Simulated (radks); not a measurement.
Neutral tellurium inside a hard spherical wall (all orbitals vanish at R), configuration held at [Kr] 4d10 5s2 5p4 and not refilled when levels cross. Method: scalar-relativistic Kohn-Sham, PBE, spin-polarised, spherical densities, point nucleus; open shells are filled with parallel spins first (spin-orbit coupling, left out, can overturn this in heavy ions); computed with a radial shooting solver on a logarithmic mesh with Libxc functionals. Eigenvalues in eV for spin up, with the zero of energy where the potential of the charges vanishes at infinity; a dash marks a level that is unbound or too diffuse for the functional's potential to be trusted. A positive occupied level is held by the wall or, in an anion where self-interaction has pushed it up, behind a barrier. The pressure on the wall is -dE/dV.

R (bohr),E (hartree),kinetic (hartree),e(4p),e(4d),e(5s),e(5p),"e(6s, empty)","e(5d, empty)",pressure (GPa)
free,-6794.50483,7119.100,-114.36,-41.642,-15.605,-6.468,-,-,0
10,-6794.50466,7119.102,-114.34,-41.626,-15.591,-6.455,-0.042,1.569,0.00520
8,-6794.50249,7119.122,-114.22,-41.501,-15.489,-6.356,1.110,2.396,0.112
7,-6794.49617,7119.170,-113.96,-41.248,-15.290,-6.153,2.545,3.240,0.543
5,-6794.37812,7119.848,-111.52,-38.859,-13.471,-4.049,12.215,8.131,16.5
4,-6793.97410,7121.723,-107.04,-34.528,-9.833,0.550,29.313,16.304,115
3.5,-6793.36951,7124.200,-102.68,-30.364,-5.648,5.924,47.523,24.962,339
3,-6791.95125,7129.577,-95.543,-23.605,2.677,16.470,80.574,40.773,1120
2.5,-6788.25557,7142.878,-82.833,-11.432,21.551,39.613,145.94,72.480,4460
2,-6776.88357,7181.901,-56.802,14.978,72.739,99.223,292.74,145.21,23400
1.5,-6732.39582,7320.728,10.048,88.646,245.00,286.08,690.14,346.52,182000
